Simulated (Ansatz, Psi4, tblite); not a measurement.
**C2H4FGa (SMILES C=[CH][GaH][F]): the electronic atomisation energy, rung by rung**

The species is C2H4FGa (8 atoms), meant as a singlet with charge 0. SMILES: `C=[CH][GaH][F]`. The coordinates come from a PBE0-D4/def2-TZVP relaxation. This is one conformer, not always the lowest.

Each level gives the electronic atomisation energy (eV). The values are calculated. Electronic energies at fixed atoms, without zero-point motion or spin-orbit coupling.

| level | kind | program | value (eV) | less CCSD(T)/cc-pVDZ | CPU time (all runs) |
| --- | --- | --- | --- | --- | --- |
| GFN1-xTB | semi-empirical | tblite | 36.62 | +8.57 | under 2 s |
| HF/cc-pVDZ | Hartree–Fock | Ansatz | 21.89 | -6.16 | 4.6 s |
| SVWN5/cc-pVDZ | LDA | Psi4 | 34.11 | +6.06 | 48 s |
| BLYP/cc-pVDZ | GGA | Ansatz | 29.35 | +1.30 | 12 s |
| B3LYP/cc-pVDZ | global hybrid | Ansatz | 29.39 | +1.34 | 13 s |
| BHLYP/cc-pVDZ | global hybrid | Ansatz | 28.53 | +0.48 | 13 s |
| wB97M-V/cc-pVDZ | range-separated hybrid | Ansatz | 29.97 | +1.92 | 1.8 min |
| B2PLYP/cc-pVDZ | double hybrid | Ansatz | 29.12 | +1.07 | 18 s |
| MP2/cc-pVDZ | perturbation theory | Ansatz | 28.65 | +0.60 | 5.6 s |
| CCSD(T)/cc-pVDZ | coupled cluster or CI | Psi4 | 28.05 | 0.00 | 54 s |

CCSD(T)/cc-pVDZ is the highest level here, not the true value. All-electron rows without a relativistic Hamiltonian named are non-relativistic. Correlated wave functions underbind in double-zeta sets. The values span 21.89 to 36.62 eV. In the correlated wave-function rows the outer d shell of Ga is correlated, in sets not made for it. Times are those of the runs behind each value, whatever else they computed, on shared processors of several kinds: orders of magnitude only.
